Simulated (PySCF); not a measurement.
Can point charges reproduce the dipole moment of `C[N+]1(C)[BH2-]C[C@H](N([SiH3])[SiH3])C1`?

Coordinates (PBE0-D3(BJ)/def2-SVP, Å) and charges (e) from the PBE0/pcSseg-1 density (PySCF):

| atom | x | y | z | Mulliken | IAO | Hirshfeld | ESP-fitted |
| --- | --- | --- | --- | --- | --- | --- | --- |
| C1 | -2.632 | 0.964 | -0.791 | -0.0864 | -0.2940 | -0.0461 | -0.4646 |
| N2 | -1.775 | 0.052 | -0.022 | -0.6889 | -0.0263 | +0.0442 | +0.4032 |
| C3 | -2.439 | -1.256 | 0.093 | -0.0941 | -0.2931 | -0.0471 | -0.4512 |
| B4 | -1.434 | 0.674 | 1.523 | +0.1295 | -0.2070 | -0.0283 | +0.0571 |
| C5 | 0.186 | 0.763 | 1.472 | -0.3364 | -0.3824 | -0.1526 | -0.2184 |
| C6 | 0.573 | -0.303 | 0.459 | -0.0596 | +0.0120 | +0.0197 | +0.1852 |
| N7 | 1.947 | -0.296 | -0.053 | -0.9244 | -0.7649 | -0.2555 | -0.4343 |
| Si8 | 2.831 | 1.211 | -0.170 | +0.5905 | +0.7018 | +0.3327 | +0.4245 |
| Si9 | 2.596 | -1.859 | -0.476 | +0.6038 | +0.7133 | +0.3346 | +0.4340 |
| C10 | -0.444 | -0.102 | -0.664 | +0.0626 | -0.1602 | -0.0154 | -0.3923 |
| H11 | -2.163 | 1.955 | -0.829 | +0.1537 | +0.1618 | +0.0594 | +0.1736 |
| H12 | -2.783 | 0.583 | -1.815 | +0.1166 | +0.1341 | +0.0456 | +0.1366 |
| H13 | -3.602 | 1.059 | -0.287 | +0.1443 | +0.1597 | +0.0593 | +0.1677 |
| H14 | -3.361 | -1.142 | 0.677 | +0.1509 | +0.1621 | +0.0593 | +0.1629 |
| H15 | -2.675 | -1.657 | -0.906 | +0.1173 | +0.1330 | +0.0448 | +0.1385 |
| H16 | -1.784 | -1.956 | 0.625 | +0.1501 | +0.1587 | +0.0571 | +0.1701 |
| H17 | -2.036 | 1.735 | 1.611 | -0.0549 | -0.0297 | -0.0996 | -0.1752 |
| H18 | -1.859 | -0.165 | 2.308 | -0.0516 | -0.0354 | -0.1002 | -0.1769 |
| H19 | 0.524 | 1.751 | 1.106 | +0.1236 | +0.1141 | +0.0216 | +0.0619 |
| H20 | 0.672 | 0.594 | 2.445 | +0.1297 | +0.1412 | +0.0354 | +0.0666 |
| H21 | 0.386 | -1.292 | 0.923 | +0.1273 | +0.1170 | +0.0347 | +0.0558 |
| H22 | 3.188 | 1.806 | 1.153 | -0.0799 | -0.1337 | -0.0804 | -0.1055 |
| H23 | 4.087 | 0.902 | -0.914 | -0.0928 | -0.1183 | -0.0780 | -0.0944 |
| H24 | 2.064 | 2.243 | -0.940 | -0.1016 | -0.1428 | -0.0858 | -0.1103 |
| H25 | 1.750 | -2.529 | -1.518 | -0.1125 | -0.1488 | -0.0903 | -0.1217 |
| H26 | 2.608 | -2.772 | 0.711 | -0.0904 | -0.1384 | -0.0843 | -0.1110 |
| H27 | 3.983 | -1.696 | -0.997 | -0.0886 | -0.1125 | -0.0719 | -0.0798 |
| H28 | -0.462 | -0.909 | -1.413 | +0.1334 | +0.1347 | +0.0410 | +0.1418 |
| H29 | -0.200 | 0.838 | -1.182 | +0.1287 | +0.1443 | +0.0465 | +0.1561 |

Question: What dipole does each set of charges give (1 e·Å = 4.803 D), and what does the density give?

Answer: The full density gives (-2.01, -1.40, -3.42) D, 4.21 D in size; dipole vectors point from the negative to the positive end.

| scheme | μx | μy | μz | size (D) | share of the full size (%) | angle to the full dipole (°) |
| --- | --- | --- | --- | --- | --- | --- |
| Mulliken | -3.67 | -0.83 | -2.96 | 4.79 | 114 | 22 |
| IAO | -1.60 | -1.78 | -4.31 | 4.93 | 117 | 10 |
| Hirshfeld | -1.90 | -1.34 | -3.30 | 4.04 | 96 | 0 |
| ESP-fitted | -2.00 | -1.39 | -3.44 | 4.21 | 100 | 0 |

Question: Which set comes closest?

Answer: Length of the difference vector: ESP-fitted 0.02 D, Hirshfeld 0.17 D, IAO 1.05 D, Mulliken 1.81 D. Closest: ESP-fitted. 

Question: What is left for the Hirshfeld atoms' own dipoles?

Answer: The Hirshfeld atoms' densities add up to the full density, so μ = Σ q r + Σ (atomic dipoles). The atomic dipoles sum to (-2.01, -1.40, -3.42) − (-1.90, -1.34, -3.30) = (-0.11, -0.06, -0.12) D, 0.17 D in size.

Question: With the origin at the mean of the coordinates, (-0.078, -0.028, 0.073) Å, which are the largest single terms, by size, of the IAO dipole along the direction of the full one?

Answer: Si8 -5.41, N7 +2.85, C5 +2.80, C1 -2.25, C3 -2.14 D; all 29 atoms together +4.86 D. The single terms depend on the origin, their sum doesn't.

Question: Give the size of the full dipole in other units.

Answer: 4.21 D = 1.656 au = 0.876 e·Å = 14.04 × 10⁻³⁰ C·m.

The structure is a single PBE0-D3(BJ)/def2-SVP conformer in the gas phase; no vibrational or solvent corrections.
